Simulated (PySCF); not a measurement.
ReF6, SMILES [Re+]([F])([F])([F])([F])([F])[F], charge +1, multiplicity 1.

Geometry optimised at PBE-D3(BJ)/def2-SVP. The multiplicity is an assumed one; no other spin state was optimised. The isomer is the one that the SMILES or the coordinates give; other isomers of the formula were not compared. The def2 effective core potentials stand for the cores of Re; spin–orbit coupling is left out.

These are PBE-D3(BJ)/def2-SVP in PySCF values and carry that method's errors.

Frequencies are harmonic and unscaled.

Modes within 1.5 cm⁻¹ of each other (mostly degenerate sets) share a row, with their intensities summed.

Problem. List the normal modes with their intensities. (An estimate is asked for; the answer gives what the named calculation found.)

Solution. 
```tsv
mode	ν (cm⁻¹)	IR (km/mol)	moving atoms (share of kinetic energy)
1–3	144	0.0	F 100 %
4–6	252	60.7	F 78 %, Re 22 %
7–9	325	0.0	F 100 %
10–11	714	0.0	F 100 %
12	755	0.0	F 100 %
13–15	762	385.5	F 84 %, Re 16 %
```
